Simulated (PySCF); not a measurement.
C7H5N3S, SMILES c1cnc(-c2nccs2)nc1. Atoms are numbered in the order given.

```xyz
16

C     -0.1152    -3.3780     0.0000
C      1.1389    -2.7608     0.0000
N      1.2848    -1.4377     0.0000
C      0.1605    -0.7116     0.0000
C      0.2758     0.7559     0.0000
N      1.3839     1.4443     0.0000
C      1.1327     2.7844     0.0000
C     -0.1973     3.1384     0.0000
S     -1.1891     1.7285     0.0000
N     -1.0896    -1.2014     0.0000
C     -1.2216    -2.5252     0.0000
H     -0.2240    -4.4636     0.0000
H      2.0591    -3.3571     0.0000
H      1.9643     3.4915     0.0000
H     -0.6267     4.1388     0.0000
H     -2.2436    -2.9215     0.0000
```
Charge 0, spin multiplicity 1.

Coordinates come from a B3LYP-D3(BJ)/def2-SVP optimisation. One conformer was computed; it need not be the lowest.

All values below come from HF/def2-SVP run with PySCF.

The molecule is in vacuum.

Computed frontier levels, gap, dipole moment and polarisability:
```yaml
highest_occupied_level: -8.80 eV
lowest_empty_level: 1.52 eV
orbital_gap: 10.32 eV
dipole_moment: 2.35 D
quadrupole, principal values (traceless, Buckingham form, about the centre of nuclear charge): -14.03, -13.33, 27.36 D·Å
mean_static_polarisability: 100.7 bohr³ (14.92 Å³)
polarisability_principal_values: 46.5, 102.3, 153.2 bohr³
```
